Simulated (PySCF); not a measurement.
## Correlation energy of Cr²⁺ (chromium, charge +2)

[Ar] 3d3 4s1, high-spin 5F determinant (an excited configuration). Computed with PySCF 2.14 in aug-cc-pVDZ, with the non-relativistic Hamiltonian (point nucleus). Frozen: [Ar]; 4 electrons correlated.

```json
{"level": "CCSD", "correlation energy (mhartree)": "-21.90"}
{"level": "(T)", "correlation energy (mhartree)": "-0.11"}
{"level": "CCSD(T)", "correlation energy (mhartree)": "-22.01"}
```

Diagnostics: T1 = 0.0039, D1 = 0.0056, largest double amplitude 0.022.

Question: Is a single reference adequate?

Answer: Yes: T1 lies below 0.03 and no double amplitude reaches 0.07.
